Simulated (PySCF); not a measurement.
An unknown gives this computed stick spectrum. Method used: TDDFT CAM-B3LYP/def2-SVPD, vertical, gas phase, core orbitals frozen in the response in PySCF 2.14.0, density-fitted response routines. Geometries: PBE0-D3(BJ)/def2-SVP, one conformer each.

```
state  E (eV)  λ (nm)       f
   S1    3.66   338.3  0.0009
   S2    5.65   219.5   0.781
   S3    5.89   210.7  0.0067
   S4    6.19   200.2  0.0043
   S5    6.26   198.0  0.0004
   S6    6.36   195.1   0.030
   S7    6.59   188.0  0.0066
   S8    6.73   184.2  0.0016
   S9    6.89   179.8  0.0072
  S10    6.94   178.7   0.014
```

Triplets computed (Tamm–Dancoff): 3.16, 3.34, 4.89, 5.30 eV.

Orbital energies (eV): HOMO-3 -9.55, HOMO-2 -9.37, HOMO-1 -8.80, HOMO -8.29, LUMO -0.55, LUMO+1 1.07, LUMO+2 1.30.

Problem. Which structure fits? All have the formula C6H9NSi.
A. `C=CC1=CC=CN1[SiH3]`
B. `N#CC[C@@H]1C=CC[SiH2]1`
C. `C#C[SiH2]/N=C\C=C/C`
D. `C#C/C(=N\[SiH3])C1CC1`

Solution. C. Its S1, at 3.66 eV, is the lowest among the candidates; the nearest of the others has S1 at 3.94 eV. S1 is HOMO→LUMO (94%). Löwdin shares by element: HOMO nitrogen 55%, carbon 13% or more, silicon 11%, hydrogen 6% or more (atoms not listed hold the other 15%); LUMO carbon 57% or more, nitrogen 23% (atoms not listed hold the other 20%). At the same level the other candidates give, for their lowest levels:
- `C=Cc1cccn1[SiH3]`: 4.71 eV (f 0.383); 5.55 eV (f 0.006); 5.83 eV (f 0.035); 5.99 eV (f 0.004); 6.12 eV (f 0.000); T1 2.91 eV; HOMO -6.97, LUMO 0.29 eV
- `N#CC[C@@H]1C=CC[SiH2]1`: 6.82 eV (f 0.012); 6.96 eV (f 0.214); 7.28 eV (f 0.024); 7.41 eV (f 0.005); 7.59 eV (f 0.001); T1 4.30 eV; HOMO -8.87, LUMO 0.78 eV
- `C#C/C(=N\[SiH3])C1CC1`: 3.94 eV (f 0.001); 5.38 eV (f 0.000); 5.66 eV (f 0.238); 6.34 eV (f 0.240); 6.59 eV (f 0.000); T1 3.42 eV; HOMO -8.58, LUMO -0.46 eV

The values belong to the conformer `[CH:1]#[C:2][SiH2:3]/[N:4]=[CH:5]\[CH:6]=[CH:7]/[CH3:8]`: C2–Si3–N4–C5 -121°, N4–C5–C6–C7 180°.
